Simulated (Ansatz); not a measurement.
Basis sets compared for `CN(C)c1ccc(-c2ccc(-c3ccc(-c4ccc(C#N)nc4)nc3)nc2)nc1`. The state is a singlet with charge 0. Geometry PBE-D4/def2-SVP. Ansatz on 2 threads of AMD EPYC 7R13 on a shared host and a share (18 GiB) of an NVIDIA H100 80GB HBM3; times are rough, and most runs start from earlier orbitals.

```xyz
47

C     3.1663    5.2843    5.5394
N     3.6890    3.9464    5.3364
C     4.8040    3.4714    6.1323
C     3.1275    3.1238    4.3872
C     3.6001    1.8052    4.1445
C     2.9865    1.0198    3.1713
C     1.8982    1.5288    2.4261
C     1.1986    0.7473    1.3856
C     1.5556   -0.5661    1.0129
C     0.8328   -1.2318    0.0218
C    -0.2559   -0.5800   -0.6000
C    -1.0797   -1.2184   -1.6512
C    -2.2047   -0.5460   -2.1759
C    -2.9819   -1.1559   -3.1586
C    -2.6315   -2.4462   -3.6196
C    -3.4122   -3.1660   -4.6539
C    -4.5881   -2.6531   -5.2403
C    -5.2613   -3.4008   -6.2085
C    -4.7330   -4.6598   -6.5682
C    -5.4044   -5.4586   -7.5660
N    -5.9723   -6.0869   -8.3783
N    -3.6095   -5.1742   -6.0227
C    -2.9821   -4.4440   -5.0995
N    -1.5490   -3.0904   -3.1283
C    -0.8107   -2.5000   -2.1901
N    -0.6046    0.6801   -0.2481
C     0.0912    1.3085    0.6967
N     1.4479    2.7835    2.6555
C     2.0233    3.5425    3.5794
H     3.7452    5.7855    6.3358
H     2.0974    5.2744    5.8506
H     3.2418    5.9077    4.6202
H     4.5372    2.5715    6.7323
H     5.1174    4.2640    6.8353
H     5.6850    3.2067    5.5039
H     4.4421    1.3935    4.7164
H     3.3631    0.0018    2.9968
H     2.4010   -1.0797    1.4939
H     1.1140   -2.2564   -0.2582
H    -2.4357    0.4556   -1.7857
H    -3.8565   -0.6271   -3.5629
H    -4.9877   -1.6720   -4.9458
H    -6.1799   -3.0283   -6.6839
H    -2.0658   -4.8655   -4.6545
H     0.0607   -3.0810   -1.8401
H    -0.2159    2.3344    0.9601
H     1.5967    4.5517    3.7059
```

Single mean-field runs in def2-SVP, def2-TZVP are fitted with def2-universal-jkfit.

Binding counts from free atoms (C triplet, N quartet, H doublet) in the same basis, without a counterpoise term.

```json
{"level": "PBE-D4/def2-SVP", "functions": "496", "energy (Eh)": "-1213.4964", "HOMO (eV)": "-5.02", "LUMO (eV)": "-3.07", "binding per atom (eV)": "5.47", "wall time": "6.5 s"}
{"level": "PBE0-D4/def2-SVP", "functions": "496", "energy (Eh)": "-1213.5554", "HOMO (eV)": "-5.85", "LUMO (eV)": "-2.46", "binding per atom (eV)": "5.32", "wall time": "7 s"}
```

Question: Estimate the rows for PBE-D4/def2-TZVP (with forces), PBE0-D4/def2-TZVP.

Answer: 
| level | functions | energy (Eh) | HOMO (eV) | LUMO (eV) | binding per atom (eV) | wall time |
| --- | --- | --- | --- | --- | --- | --- |
| PBE-D4/def2-TZVP (with forces) | 1007 | -1214.7813 | -5.09 | -3.18 | 5.38 | 11 s |
| PBE0-D4/def2-TZVP | 1007 | -1214.8306 | -5.86 | -2.53 | 5.23 | 8.5 s |
